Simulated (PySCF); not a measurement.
# Ionisation energy of W²⁺ by level of theory

W²⁺ [Xe] 4f14 5d4 (5D) → W³⁺ [Xe] 4f14 5d3 (4F), as a difference of total energies. All numbers are calculated (PySCF 2.14, a scalar-relativistic core potential, in aug-cc-pVTZ-PP with ECP60MDF (6s6p5d3f2g, 88 functions)). Correlated levels: valence: 5s2 5p6 frozen. The calculations carry no spin-orbit coupling.

Order these methods by the ionisation energy they give, lowest first.
A. UHF
B. SCS-MP2 (valence)
C. PBE0
D. LDA

A (24.751 eV), B (24.913 eV), C (25.948 eV), D (26.298 eV).

The reference lies between the lowest fine-structure levels, while these numbers refer to the centres of the terms.

Errors of the correlated levels include the incompleteness of this basis and the frozen core.

For comparison: 26 ± 0.4 eV (semi-empirical (NIST evaluation); NIST Atomic Spectra Database, ionization energies).
